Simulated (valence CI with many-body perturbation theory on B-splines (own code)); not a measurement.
**Se XXIX: magnetic and hyperfine properties of the levels**

Computed by valence CI with perturbative core correlation (CI+MBPT): four valence electrons over a frozen Dirac-Fock core [He], radial functions for each j: 11 s, 11 p, 10 d, 8 f, 5 g, 2 h, with the one-electron correlation potential Σ1, the two-electron term Σ2, the three-electron term Σ3, Breit, model QED; selected CI, second order for the rest, scaled by the run's own slope (own B-spline code, finite nucleus).

The last digits are not significant, and no measured levels were compared; by estimate large intervals hold to a few tenths of a per cent, small ones and those within an open d or f shell to about a per cent. Among the levels kept, up to 1200 cm⁻¹ of a level comes from second order outside the variational space, and about a tenth of that is noise between levels of different J, which matters for small intervals.

A/g_I is the dipole constant over the nuclear g factor μ/I (μ in nuclear magnetons, uniformly magnetised nucleus), B/Q the quadrupole constant per barn. Both hold the static response of the core; the bare values leave it out. Large factors of s and p1/2 electrons are usually good to 5 to 10 %; those of open d and f shells near neutrality can be off by tens of per cent, and small factors of p3/2, d and f electrons come from cancelling terms and can be off by a factor of two or in sign, in half-filled shells by more. B is blank for J = 1/2, where it vanishes, and for nearly pure S terms. Energies count from the lowest level. Levels with J = 0 are left out.

Levels are named by their leading jj configuration (3d3/2^4 stands for four electrons in 3d with j = 3/2), which in mixed levels can hold well under half, so a name can repeat and another be missing. Letters in brackets count levels of one name in rising energy.

| Level | E (eV) | g | A/g_I (MHz) | A/g_I bare | B/Q (MHz/b) | B/Q bare |
| --- | --- | --- | --- | --- | --- | --- |
| (2s^2 2p1/2 2p3/2) J=1 | 37.0 | 1.495 | -9700 | -5110 | 63300 | 63500 |
| (2s^2 2p1/2 2p3/2) J=2 | 46.4 | 1.255 | 138000 | 140000 | 50900 | 51100 |
| (2s^2 2p3/2^2) J=2 | 90.4 | 1.232 | 77200 | 79300 | 74800 | 75000 |
| (2s 2p1/2^2 2p3/2) J=2 | 123.6 | 1.881 | 310000 | 312000 | 28300 | 28400 |
| (2s 2p1/2^2 2p3/2) J=1 | 166.5 | 0.847 | -156000 | -150000 | 115000 | 115000 |
| (2s 2p1/2 2p3/2^2) J=2 [a] | 175.3 | 1.328 | 255000 | 253000 | 159000 | 160000 |
| (2s 2p1/2 2p3/2^2) J=3 | 188.4 | 1.327 | 308000 | 306000 | -293 | -307 |
| (2s 2p1/2 2p3/2^2) J=1 [a] | 212.6 | 1.285 | 222000 | 221000 | -118000 | -119000 |
| (2s 2p1/2 2p3/2^2) J=2 [b] | 219.6 | 1.246 | 102000 | 105000 | -132000 | -132000 |
| (2s 2p1/2 2p3/2^2) J=1 [b] | 232.3 | 1.598 | 128000 | 133000 | 17100 | 17200 |
| (2s 2p3/2^3) J=2 | 256.6 | 1.186 | 285000 | 281000 | -57300 | -57500 |
| (2s 2p3/2^3) J=1 | 285.7 | 1.245 | -137000 | -127000 | -12300 | -12300 |
| (2p1/2^2 2p3/2^2) J=2 | 333.9 | 1.394 | 58700 | 64800 | 51500 | 51700 |
| (2p1/2 2p3/2^3) J=1 | 375.6 | 1.495 | -17500 | -9490 | -62000 | -62200 |
| (2p1/2 2p3/2^3) J=2 | 387.3 | 1.093 | 146000 | 148000 | -177000 | -177000 |
| (2s^2 2p1/2 3s) J=1 | 1769.4 | 1.352 | 360000 | 355000 | -9770 | -9800 |
| (2s^2 2p1/2 3p1/2) J=1 | 1799.0 | 0.671 | 247000 | 244000 | -2120 | -2130 |
| (2s^2 2p3/2 3s) J=2 | 1815.0 | 1.495 | 136000 | 137000 | 129000 | 129000 |
| (2s^2 2p1/2 3p3/2) J=1 | 1816.7 | 1.453 | -38800 | -37600 | 17400 | 17400 |
| (2s^2 2p1/2 3p3/2) J=2 | 1818.3 | 1.175 | 111000 | 111000 | 28400 | 28400 |
| (2s^2 2p3/2 3s) J=1 | 1818.9 | 1.135 | 6400 | 11200 | 74200 | 74500 |
| (2s^2 2p1/2 3d3/2) J=2 | 1846.9 | 0.756 | 105000 | 104000 | 12400 | 12500 |
| (2s 2p1/2^2 3s) J=1 | 1849.0 | 2.074 | 513000 | 507000 | -768 | -769 |
| (2s^2 2p3/2 3p1/2) J=1 | 1852.2 | 1.581 | 155000 | 157000 | 48400 | 48600 |
| (2s^2 2p3/2 3p1/2) J=2 | 1854.4 | 1.256 | 83100 | 85100 | 91600 | 92000 |
| (2s^2 2p1/2 3d5/2) J=2 | 1857.0 | 1.259 | -54300 | -53800 | -1820 | -1730 |
| (2s^2 2p1/2 3d5/2) J=3 | 1857.2 | 1.116 | 66500 | 65900 | 50.0 | 176 |
| (2s^2 2p1/2 3d3/2) J=1 | 1858.0 | 0.801 | -71600 | -71100 | 432 | 480 |
| (2s^2 2p3/2 3p3/2) J=3 | 1859.7 | 1.331 | 51600 | 53400 | 166000 | 166000 |
| (2s^2 2p3/2 3p3/2) J=1 | 1860.6 | 1.551 | 59200 | 61600 | -52800 | -52900 |
| (2s^2 2p3/2 3p3/2) J=2 | 1871.2 | 1.249 | 82700 | 83500 | 47900 | 48000 |
| (2s 2p1/2 2p3/2 3s) J=2 [a] | 1877.3 | 1.776 | 297000 | 296000 | 117000 | 117000 |

Problem. Take the isotope of mass number 79, with I = 7/2, μ = -1.018 μN and Q = 0.8 b. What is the hyperfine structure of (2s 2p1/2 2p3/2^2) J=1 [a]?

Solution. From the table A = -64400 MHz, B = -94800 MHz. Shifts from the centre of gravity in MHz: F = 5/2: 239000, F = 7/2: 132000, F = 9/2: -249000.
